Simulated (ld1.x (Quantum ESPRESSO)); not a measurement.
## Before and after: RRKJ potential for F (Z = 9)

* Element: fluorine (F)
* Generator: ld1.x (Quantum ESPRESSO) 7.5
* Type: norm-conserving RRKJ (Kleinman–Bylander form)
* Functional: LDA (PZ)
* Relativity: scalar-relativistic
* Frozen core: [He]
* Valence charge: 7
* Reference configuration: 2s2 2p5
* Partial waves: 2s (bound): rc 0.75 bohr; 2p (bound): rc 0.85 bohr; 3d channel at 0.15 Ry: rc 0.75 bohr
* Local potential: the d channel
* Core correction: Bessel-smoothed model core inside 0.40 bohr
* rho0: 0.005

All-electron outer shells of the reference configuration (LDA (PZ), scalar-relativistic, ld1.x):

```
shell  level (eV)  outermost node (bohr)  outermost maximum (bohr)
   1s     -658.96                      –                      0.12
   2s      -29.65                   0.24                      0.77
   2p      -11.29                      –                      0.71
```

Change: wave 2s (bound): rc 0.75 bohr becomes 2s (bound): rc 1.12 bohr.

Cutoffs: the cutoffs (Ry, on a coarse ladder) from which the occupation-weighted sum of valence levels, in a spherical-Bessel basis at the reference potential, stays within 10 and 1 mRy of its value at 400 Ry; they do not see the model core or the augmentation charge, which bear on the density cutoff. Errors are all-electron minus pseudo energies relative to the spin-unpolarised reference configuration.

Problem. How do hardness, ghosts and transferability respond?

Solution. The potential gets softer (180 Ry and 230 Ry → 160 Ry and 180 Ry); of the 9 tests that both files solve, the error grows in 3 and shrinks in 3 by more than 15 % and 0.3 meV (median size 5.3 → 5.6 meV); neither file shows a bound ghost. A larger radius leaves more room for a smooth pseudo-wave, so fewer plane waves are needed.

| quantity | base | changed |
| --- | --- | --- |
| cutoff, loose | 180 Ry | 160 Ry |
| cutoff, tight | 230 Ry | 180 Ry |
| loose cutoff by channel (10 mRy a level) | s 160 Ry, p 120 Ry | s 110 Ry, p 120 Ry |
| bound ghosts | none | none |
| error for 2s2 2p4, meV [ΔE 19.56 eV] | -1.1 | -5.6 |
| error for 2s2 2p3, meV [ΔE 58.07 eV] | +5.4 | -25 |
| error for 2s2 2p2, meV [ΔE 118.80 eV] | +49 | -52 |
| error for 2s1 2p6, meV [ΔE 18.39 eV] | +5.2 | -4.2 |
| error for 2s2 2p1, meV [ΔE 204.67 eV] | +198 | -50 |
| error for 2s2 2p5.3, meV [ΔE -2.73 eV] | +0.3 | +0.1 |
| error for 2s2 2p4.5, meV [ΔE 7.63 eV] | -0.7 | -1.4 |
| error for 2s2 2p5 (spin-polarised), meV [ΔE -0.38 eV] | +5.3 | +5.3 |
| error for 2s2 2p4 (spin-polarised), meV [ΔE 17.72 eV] | +25 | +21 |
